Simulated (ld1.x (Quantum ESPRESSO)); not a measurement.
**PBEsol RRKJ dataset for Al (Z = 13), non-relativistic all-electron reference.**

* Element: aluminium (Al)
* Generator: ld1.x (Quantum ESPRESSO) 7.5
* Type: norm-conserving RRKJ (Kleinman–Bylander form)
* Functional: PBEsol
* Relativity: non-relativistic
* Frozen core: [Ne]
* Valence charge: 3
* Reference configuration: 3s2 3p1
* Partial waves: 3p (bound): rc 2.20 bohr; 3s (bound): rc 1.80 bohr
* Local potential: the s channel
* Core correction: a·sin(br)/r model core, default radius (core density twice the valence density)

- Cutoffs needed: 10 Ry and 30 Ry (the cutoffs (Ry, on a coarse ladder) from which the occupation-weighted sum of valence levels, in a spherical-Bessel basis at the reference potential, stays within 10 and 1 mRy of its value at 400 Ry)
- Ghost test: no extra level below or beside the all-electron valence levels (p, s, d, f tested) (spherical-Bessel basis up to 400 Ry, 20 bohr box)
- Largest excitation error: +18 meV (all-electron minus pseudo) for 3s1 3p0, out of 7 test configurations
